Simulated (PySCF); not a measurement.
4-methyl-2H-pyrrole (C5H7N), SMILES CC1=CCN=C1.

Coordinates come from a B3LYP-D3(BJ)/def2-SVP optimisation. One conformer was computed; it need not be the lowest.

Two levels are set side by side: TDA-PBE/def2-SVPD (PySCF) and TDA-PBE0/def2-SVPD (PySCF). Vertical, same geometry. The lowest singlet is HOMO→LUMO 99 % with PBE and HOMO−1→LUMO 99 % with the other functional; states are paired by order. Differences are taken from unrounded values.

```tsv
quantity	TDA-PBE0
lowest singlet excitation (eV)	4.90
lowest triplet excitation (TDA) (eV)	3.42
first bright state (f over 0.05) (eV)	5.85
its oscillator strength	0.10
```

**Question.** What does TDA-PBE give, and how far is it from TDA-PBE0? (The exact figures need the calculation; the answer reports its results.)

**Answer.** 
| quantity | TDA-PBE | TDA-PBE minus TDA-PBE0 |
|---|---|---|
| lowest singlet excitation (eV) | 4.43 | -0.47 |
| lowest triplet excitation (TDA) (eV) | 3.49 | 0.07 |
| first bright state (f over 0.05) (eV) | 5.56 | -0.29 |
| its oscillator strength | 0.08 | -0.02 |

Functionals without exact exchange tend to place singlet excitations lower, as here. Differences between two approximate levels are no errors against the true value.

Rough cost on one machine, each run with all the roots and properties that it gave: TDA-PBE0 against TDA-PBE about 2 times.
